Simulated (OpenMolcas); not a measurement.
## P+: CASPT2 settings compared

```yaml
Program: OpenMolcas
Basis: ANO-L-VQZP [6s5p3d2f]
Scalar_Hamiltonian: non-relativistic, point nucleus
Active_space: 2 electrons in 3 orbitals (3p)
State_averaging: 2S+1 = 3 even, 3 roots; 2S+1 = 1 even, 6 roots kept (CI in the orbitals of an earlier block)
Spin-orbit_coupling: state interaction with AMFI integrals over the reference wave functions, term energies averaged over their components
```

Methods on the same reference wave functions:
A. CASSCF
B. SS-CASPT2, IPEA 0.2 Eh, sigma1 regulariser 0.2 Eh (closed shells correlated: 2s 2p 3s)
C. SS-CASPT2, IPEA 0.75 Eh, imaginary shift 0.4 Eh (closed shells correlated: 2s 2p 3s)
D. SS-CASPT2, IPEA 0.2 Eh, real shift 0.4 Eh (closed shells correlated: 2s 2p 3s)

Energies in cm⁻¹ above 3s² 3p² ³P₀, the measured ground level; measured values from NIST Handbook of Basic Atomic Spectroscopic Data.

```tsv
Level	A	B	C	D	Measured
3s² 3p² ³P₀	0.0	0.0	0.0	0.0	0.0
3s² 3p² ³P₁	144	146	146	146	165
3s² 3p² ³P₂	418	418	418	418	469
3s² 3p² ¹D₂	11719	8830	8580	9000	8882
3s² 3p² ¹S₀	28871	21620	21820	22090	21576
```

Deviations, from unrounded energies. A percentage is the sum of absolute deviations over the sum of measured energies, with the sign that they share, or ± where signs differ.

| Against measurement | Levels | A | B | C | D |
| --- | --- | --- | --- | --- | --- |
| mean absolute deviation (cm-1) | 4 | 2600 | 42 | 150 | 180 |
| fine structure of the ground term (%) | 2 | -11.4 | -11.0 | -11.1 | -11.1 |
| other terms of the ground configuration (%) | 2 | +33.3 | ±0.3 | ±1.8 | +2.1 |

B lies closest to measurement on these levels and A furthest from it. The largest miss of B in the table is 3s² 3p² ¹D₂, by -54 cm-1. The ranking rests on the paired levels alone, and a cruder setting can come out closer through cancelling errors.

Among B to D the level of the table that moves most is 3s² 3p² ¹S₀, by 470 cm-1 (lowest in B, highest in D). Moves below CASPT2's spread within the term are not significant.

The mean deviations of B to D differ by less than CASPT2's widest spread within a term (250 cm-1), so their order carries little weight.

From A to B the spin-free energies of the other terms of 3s² 3p² shown, above ³P, scale by a factor of 0.75.

The lowest spin-free term lies below A's lowest term by 0.105 hartree in B, 0.093 hartree in C, 0.102 hartree in D.

CASPT2 breaks the degeneracy within a term, and the mean is taken; among the terms shown or strongly mixed into the levels shown the widest spread is 250 cm-1 (3s² 3p² ¹D, C). Terms from blocks run as CI alone lack orbitals of their own. With the s shell closed, the reference lacks s² → p² mixing. Without dynamic correlation excited terms often stand tens of per cent too high (terms of higher spin than the ground term too low), and those without a measured partner can miss by more than the paired ones (holds for A). Computed and measured levels are paired by configuration, term and J; levels that our copy of the source lacks, or whose pairing is in doubt (as where it misses far off the trend of its configuration), stay unpaired and out of the deviations. Only configurations of the active space appear.
